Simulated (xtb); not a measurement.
In(F)2(Me) (CH3F2In), SMILES [CH3][In]([F])[F]. All values are semi-empirical tight-binding results from xtb (GFN2-xTB unless named), good for trends rather than for accurate numbers. Coordinates come from a GFN2-xTB optimisation.

Optimised geometry:

Bond lengths (Å): In1–F2 1.971, In1–F3 1.971, In1–C4 2.222, C4–H5 1.083, C4–H6 1.083, C4–H7 1.082. Bond angles (°): F2–In1–F3 110.0, F2–In1–C4 124.1, F3–In1–C4 125.9, In1–C4–H5 106.9, In1–C4–H6 106.9, In1–C4–H7 105.9, H5–C4–H6 111.7, H5–C4–H7 112.6, H6–C4–H7 112.4.

For metal compounds this method's bond lengths and energies can be far off.

| Item | Value |
|---|---|
| orbital gap | 3.19 eV |
| zero-point energy | 22.6 kcal/mol |
| G − E(el) at 298.15 K (modified RRHO) | 1.1 kcal/mol |

Problem. Give the atomic charges and the Wiberg bond orders between heavy atoms. (The exact figures need the calculation; the answer reports its results.)

Solution. charges (e) In1 0.41, F2 -0.31, F3 -0.31, C4 -0.13, H5 0.11, H6 0.11, H7 0.12. Bond orders In1–F2 0.93, In1–F3 0.93, In1–C4 0.76.
